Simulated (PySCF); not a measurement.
# Computed structure and properties of [ReO2F2]−

System: [ReO2F2]− (singlet); start: displaced along the imaginary mode (C2). Method: PySCF 2.14.0, RKS PBE, Re def2-SVP with ECP60, O def2-SVP, F def2-SVP; non-relativistic Hamiltonian with scalar-relativistic core potentials where named; density fitting; no spin-orbit coupling.

Input of the relaxation:

```python
mol = gto.M(atom='''
Re     0.06262     0.06262     0.00000
O      1.78283    -0.11744     0.25000
O     -0.11744     1.78283    -0.25000
F     -1.87406    -0.14425     0.23122
F     -0.14425    -1.87406    -0.23122''',
    basis={'Re': 'def2-SVP', 'O': 'def2-SVP', 'F': 'def2-SVP'},
    ecp={'Re': 'def2-SVP'},
    charge=-1, spin=0)
mf = dft.RKS(mol, xc='PBE')
mf.grids.atom_grid = (50, 194)
mf = mf.density_fit()  # fitting sets: Re def2-universal-JKFIT, O def2-universal-JKFIT, F def2-universal-JKFIT
mf.conv_tol = 1e-08; mf.max_cycle = 55
mf.kernel(dm0)  # dm0: converged density of the start geometry
# quasi-Newton relaxation in Cartesian coordinates to a largest gradient under 0.00045 Eh/bohr, steps kept in the point group
```

Run from Python with OMP_NUM_THREADS=2; the lines above give its settings. Where DIIS fails, smearing, a level shift and second-order steps follow.
It took 16 s on 2 threads of Intel(R) Xeon(R) 6975P-C (Granite Rapids) (shared host), from the converged density of the start.

Course of the relaxation:

```csv
step,energy above end (eV),largest force component within the symmetry (eV/Å)
0,0.1025,1.001
1,0.0553,0.387
2,0.0268,0.127
3,0.0108,0.467
4,0.0013,0.130
5,0.0002,0.028
6,0.0000,0.006
7,0.0000,0.001
```

Relaxed geometry (C2):

```xyz
5

Re    0.0665    0.0665    0.0000
O     1.7254   -0.1036    0.4518
O    -0.1036    1.7254   -0.4518
F    -1.8075   -0.1712    0.4402
F    -0.1712   -1.8075   -0.4402
```

```tsv
contact	Å
Re1–O2 (O)	1.728
Re1–O3 (O)	1.728
Re1–F4 (F)	1.940
Re1–F5 (F)	1.940
```

On the finer grid (75, 302):

* HOMO: 0.21 eV
* LUMO: 2.08 eV
* Dipole about the centre of mass: 0.08 D
* Set of Mulliken populations of Re1 outside the core potential: s 2.89, p 6.48, d 4.95, f 0.17
* D3(BJ) dispersion energy (not in the energies): -0.087 eV

```tsv
atom	Mulliken (e)	Löwdin (e)	spin (e)
Re1	0.52	-0.24	0.00
O2	-0.39	-0.17	0.00
O3	-0.39	-0.17	0.00
F4	-0.37	-0.21	0.00
F5	-0.37	-0.21	0.00
```

The highest filled level lies above zero, as often for anions with such functionals and bases; it isn't the detachment energy.

On the grid (50, 194), as all that follows. Harmonic modes: a minimum; lowest 134 cm⁻¹ (negative: unstable), highest 971 cm⁻¹, zero-point energy 0.265 eV.

Rigid scan of O along the line from its metal:

distance to O2 (Å), energy (eV) and a bar:
```
     1.43      3.963 ##############################
     1.53      1.441 ###########
     1.63      0.297 ##
     1.73      0.000 
     1.83      0.207 ##
     1.93      0.702 #####
     2.03      1.346 ##########
     2.18      2.412 ##################
```

Taking off one F (charge -1, singlet; the rest: singlet) in vacuum, both parts rigid, costs 6.63 eV; the small basis without counterpoise inflates it.

Rigid scan of F along the line from its metal:

distance to F4 (Å), energy (eV) and a bar:
```
     1.64      1.699 ##############
     1.74      0.621 #####
     1.84      0.128 #
     1.94      0.000 
     2.04      0.092 #
     2.14      0.310 ###
     2.34      0.913 ########
     2.64      1.844 ################
     3.04      2.803 ########################
     3.54      3.537 ##############################
```

One start shape was tried, so this needn't be the lowest isomer.
